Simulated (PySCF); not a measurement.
B(Cl)(NCO)(OH) (CHBClNO2), SMILES O=C=NB(O)Cl. Atoms are numbered in the order given.

```xyz
7

B      0.4794    -0.6130     0.0000
Cl    -1.0439    -1.5474     0.0000
N      0.4410     0.8037     0.0000
C      0.0127     1.9280     0.0000
O     -0.3476     3.0426     0.0000
O      1.6725    -1.2444     0.0000
H      1.5880    -2.2094     0.0000
```

The structure is a stationary point at TPSSh-D3(BJ)/def2-SVP. The structure was generated by enumeration, and PubChem lists no compound with its InChIKey, so it may never have been made. One conformer was computed; it need not be the lowest.

These are PBE/def2-TZVP (PySCF) values and carry that method's errors.

Atomic charges (e):

```tsv
atom	Löwdin	Mulliken
B1	-1.21	[?]
Cl2	0.53	-0.16
N3	0.30	-0.04
C4	-0.30	0.18
O5	0.22	-0.16
O6	0.24	[?]
H7	0.22	[?]
```

Some entries are withheld; supply them. (The exact figures need the calculation; the answer reports its results.)


- B1, Mulliken: 0.19
- O6, Mulliken: -0.33
- H7, Mulliken: 0.33

Give the Mayer and Wiberg (Löwdin basis) orders of the bonds. (Estimate from the structure and the level; the computed values follow.)


| bond | Mayer | Wiberg |
|---|---|---|
| B1–Cl2 | 1.27 | 2.06 |
| B1–N3 | 1.18 | 1.50 |
| N3–C4 | 2.06 | 2.32 |
| C4–O5 | 2.14 | 2.84 |
| B1–O6 | 1.45 | 2.06 |
| O6–H7 | 0.86 | 0.93 |
